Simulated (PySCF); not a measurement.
Species: C₅H₆F₂.
Bonds: C1–C2 (double), C2–C3, C3–C4 (double), C3–C5, C5–F6, C5–F7. Hydrogens: H8, H9 on C1; H10 on C2; H11, H12 on C4; H13 on C5.

The same species was optimised twice, with GFN2-xTB and with PBE0-D3(BJ)/def2-SVP (PySCF), and the same property calculations (PySCF, gas phase) were run on both structures.

```json
{"coordinate": "C1=C2 (Å)", "GFN2-xTB": "1.328", "PBE0-D3(BJ)/def2-SVP": "1.340", "change": "+0.012"}
{"coordinate": "C3=C4 (Å)", "GFN2-xTB": "1.332", "PBE0-D3(BJ)/def2-SVP": "1.341", "change": "+0.009"}
{"coordinate": "C2–C3 (Å)", "GFN2-xTB": "1.456", "PBE0-D3(BJ)/def2-SVP": "1.463", "change": "+0.007"}
{"coordinate": "C5–F7 (Å)", "GFN2-xTB": "1.360", "PBE0-D3(BJ)/def2-SVP": "1.356", "change": "-0.004"}
{"coordinate": "C5–F6 (Å)", "GFN2-xTB": "1.354", "PBE0-D3(BJ)/def2-SVP": "1.349", "change": "-0.005"}
{"coordinate": "C3–C5 (Å)", "GFN2-xTB": "1.511", "PBE0-D3(BJ)/def2-SVP": "1.507", "change": "-0.004"}
{"coordinate": "F6–C5–F7 (°)", "GFN2-xTB": "105.8", "PBE0-D3(BJ)/def2-SVP": "107.4", "change": "+1.6"}
{"coordinate": "C2–C3–C5 (°)", "GFN2-xTB": "117.2", "PBE0-D3(BJ)/def2-SVP": "118.2", "change": "+1.0"}
{"coordinate": "C3–C5–F7 (°)", "GFN2-xTB": "111.4", "PBE0-D3(BJ)/def2-SVP": "110.7", "change": "-0.7"}
{"coordinate": "C4–C3–C5 (°)", "GFN2-xTB": "120.5", "PBE0-D3(BJ)/def2-SVP": "119.8", "change": "-0.7"}
{"coordinate": "C1–C2–C3 (°)", "GFN2-xTB": "126.2", "PBE0-D3(BJ)/def2-SVP": "126.8", "change": "+0.6"}
{"coordinate": "C3–C5–F6 (°)", "GFN2-xTB": "112.2", "PBE0-D3(BJ)/def2-SVP": "111.6", "change": "-0.6"}
{"coordinate": "C2–C3–C4 (°)", "GFN2-xTB": "122.3", "PBE0-D3(BJ)/def2-SVP": "122.0", "change": "-0.3"}
{"coordinate": "C1–C2–C3–C4 (°)", "GFN2-xTB": "-177", "PBE0-D3(BJ)/def2-SVP": "-175", "change": "+2"}
{"coordinate": "C2–C3–C5–F6 (°)", "GFN2-xTB": "174", "PBE0-D3(BJ)/def2-SVP": "180", "change": "+6"}
```

Rotational constants: A = 3822, B = 2294, C = 1578 MHz (GFN2-xTB) against A = 3840, B = 2325, C = 1554 MHz (PBE0-D3(BJ)/def2-SVP). Point groups within 0.08 Å: C1 and C1.

On the GFN2-xTB structure: lowest singlet, TDDFT (eV) 5.96 [wB97X-D/def2-SVPD]; lowest triplet, Tamm–Dancoff (eV) 3.37 [wB97X-D/def2-SVPD]; isotropic polarisability (au) 65.2 [wB97X-D/def2-SVPD]; HOMO (eV) -9.10 [wB97X-D/def2-SVPD]; LUMO (eV) 0.42 [wB97X-D/def2-SVPD]; dipole (D) 2.21 [wB97X-D/def2-SVPD]; HOMO (eV) -7.29 [PBE0/pcSseg-1]; LUMO (eV) -1.28 [PBE0/pcSseg-1]; dipole (D) 2.14 [PBE0/pcSseg-1]; GIAO shielding of C1 (ppm) 63.4 [PBE0/pcSseg-1]; GIAO shielding of C2 (ppm) 44.5 [PBE0/pcSseg-1]; GIAO shielding of C3 (ppm) 38.6 [PBE0/pcSseg-1]; GIAO shielding of C4 (ppm) 59.8 [PBE0/pcSseg-1]; GIAO shielding of C5 (ppm) 68.3 [PBE0/pcSseg-1]; GIAO shielding of F6/F7 (mean) (ppm) 315.3 [PBE0/pcSseg-1].

Problem. What do these properties become on the PBE0-D3(BJ)/def2-SVP structure?

Solution. 
```csv
property,level,on GFN2-xTB,on PBE0-D3(BJ)/def2-SVP,change
"lowest singlet, TDDFT (eV)",wB97X-D/def2-SVPD,5.96,5.88,-0.08
"lowest triplet, Tamm–Dancoff (eV)",wB97X-D/def2-SVPD,3.37,3.31,-0.06
isotropic polarisability (au),wB97X-D/def2-SVPD,65.2,66.2,+1.0
HOMO (eV),wB97X-D/def2-SVPD,-9.10,-9.03,+0.07
LUMO (eV),wB97X-D/def2-SVPD,0.42,0.41,-0.01
dipole (D),wB97X-D/def2-SVPD,2.21,2.10,-0.11
"energy, GFN2-xTB geometry as zero (kcal/mol)",wB97X-D/def2-SVPD,0.0,-0.5,-0.5
HOMO (eV),PBE0/pcSseg-1,-7.29,-7.23,+0.06
LUMO (eV),PBE0/pcSseg-1,-1.28,-1.28,0.00
dipole (D),PBE0/pcSseg-1,2.14,2.03,-0.11
"energy, GFN2-xTB geometry as zero (kcal/mol)",PBE0/pcSseg-1,0.0,-0.4,-0.4
GIAO shielding of C1 (ppm),PBE0/pcSseg-1,63.4,59.1,-4.3
GIAO shielding of C2 (ppm),PBE0/pcSseg-1,44.5,42.3,-2.2
GIAO shielding of C3 (ppm),PBE0/pcSseg-1,38.6,36.4,-2.2
GIAO shielding of C4 (ppm),PBE0/pcSseg-1,59.8,56.9,-2.9
GIAO shielding of C5 (ppm),PBE0/pcSseg-1,68.3,68.9,+0.6
GIAO shielding of F6/F7 (mean) (ppm),PBE0/pcSseg-1,315.3,317.6,+2.3
```

The heavy atoms differ by 0.075 Å rms after alignment. Among bonds between heavy atoms C1=C2 changes most (+0.012 Å). Changes are differences of the printed values. Neither structure is proved a minimum here.

Conformer computed: `[CH2:1]=[CH:2][C:3](=[CH2:4])[CH:5]([F:6])[F:7]`: C1–C2–C3–C4 -175°, C2–C3–C5–F6 180°.

The pairwise dispersion term of wB97X-D wasn't added to the energies; at a given geometry it leaves orbitals and properties as they are.
